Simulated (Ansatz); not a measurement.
A made-up structure of AlBH$_{3}$I, singlet:

```xyz
6
angstrom
B -0.7928 0.3152 -0.8250
Al 0.5474 0.0643 0.7819
I 1.7185 -2.1328 0.6982
H -1.9316 -0.0528 -0.7681
H 2.4480 -3.6275 0.3464
H 0.9079 1.0256 1.9872
```

It is relaxed with PBE-D4/def2-SVP and then PBE0-D4/def2-TZVP (Ansatz 0.2.0). Atoms count as bonded within 1.22 times the sum of their covalent radii (H–H: 0.88 Å). The end point is not checked to be a true minimum.

Task: Does its bonding change? (A judgement: the text doesn't fix the answer.)

Result: The calculation gives: Yes. Formed: B1–I3; broken: none.

Where it ends: The first stage lowers the energy by 1.75 eV in 22 steps. It ends as AlBH₃I ([BH]1[AlH][IH]1):
| atom | x (Å) | y (Å) | z (Å) |
| --- | --- | --- | --- |
| B1 | -0.5880 | -0.4615 | -0.1135 |
| Al2 | 0.6759 | 0.6509 | 0.8776 |
| I3 | 0.6608 | -2.2140 | 0.5949 |
| H4 | -1.2074 | -0.7117 | -1.0951 |
| H5 | 2.0308 | -2.7925 | -0.2857 |
| H6 | 1.3254 | 1.1206 | 2.2422 |

Labels in which every atom is bracketed show which atoms are joined, not bond orders.

For scale, one of the runs: PBE0-D4/def2-TZVP relaxation, 136 basis functions, launched by `ansatz run in.yaml --threads 2 --pin off --events-out ev --progress --plain --max-ram 4352MiB`. Hardware: 2 CPU threads of an Arm Neoverse V2, shared host. Wall time about 28 s.
